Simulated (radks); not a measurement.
Species: neutral zirconium. Configuration: [Kr] 4d2 5s1 5p1 (not the ground configuration). Method: scalar-relativistic Kohn-Sham, r2SCAN, spin-polarised, spherical densities, finite nucleus; open shells are filled with parallel spins first (spin-orbit coupling, left out, can overturn this in heavy ions); meta-GGA in the generalised Kohn-Sham scheme; Fermi nuclear charge, rms radius 4.2694 fm; computed with a radial shooting solver on a logarithmic mesh with Libxc functionals.

Normalised radial functions P(r) = r R(r), r in bohr:

r,4s up
0.002278,0.0614
0.003566,0.0893
0.005581,0.1255
0.008735,0.1672
0.01367,0.2025
0.0214,0.2047
0.03349,0.1304
0.05242,-0.0531
0.08205,-0.2847
0.1284,-0.3229
0.201,0.0666
0.3146,0.5320
0.4924,0.2169
0.7708,-0.7230
1.206,-1.0154
1.888,-0.4780
2.955,-0.0791
4.663,-0.0035
7.298,0.0000
11.42,0.0000

4s up: eigenvalue -57.666 eV, 3 radial nodes at r = 0.0471, 0.190, 0.550 bohr, <r> = 1.22 bohr, 90 % of the charge inside 1.78 bohr.
